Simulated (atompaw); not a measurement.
An all-electron radial function and its pseudo partner (boron)

Columns: radius, all-electron u(r) and pseudo u(r) of the 2p shell (level -3.61 eV) of boron in the configuration [He] 2s2 2p1; PBE, scalar-relativistic, PAW (atompaw) scheme, atompaw 4.2.0.5.

```
r (bohr)  all-electron  pseudo
   0.115        0.0347  0.0053
   0.231        0.1085  0.0210
   0.346        0.1931  0.0464
   0.462        0.2769  0.0807
   0.577        0.3525  0.1220
   0.692        0.4182  0.1689
   0.808        0.4740  0.2199
   0.923        0.5204  0.2724
   1.038        0.5579  0.3248
   1.154        0.5866  0.3756
   1.269        0.6068  0.4223
   1.385        0.6197  0.4643
   1.500        0.6261  0.4998
   1.615        0.6270  0.5283
   1.731        0.6232  0.5496
   1.846        0.6157  0.5633
   1.962        0.6049  0.5700
   2.077        0.5917  0.5700
   2.192        0.5766  0.5644
   2.308        0.5599  0.5539
   2.423        0.5422  0.5398
   2.538        0.5237  0.5232
   2.654        0.5046  0.5047
   2.769        0.4854  0.4856
   2.885        0.4660  0.4661
   3.000        0.4470  0.4470
```

(1) How many radial nodes do the two functions have?

(2) Is the pseudo-wave norm-conserving?

## Answers

(1) The all-electron 2p function has n − l − 1 = 0; the pseudo-wave has 0.

(2) No, it belongs to a PAW set: the norm inside the radius is not constrained, and the difference is carried by the augmentation charge.
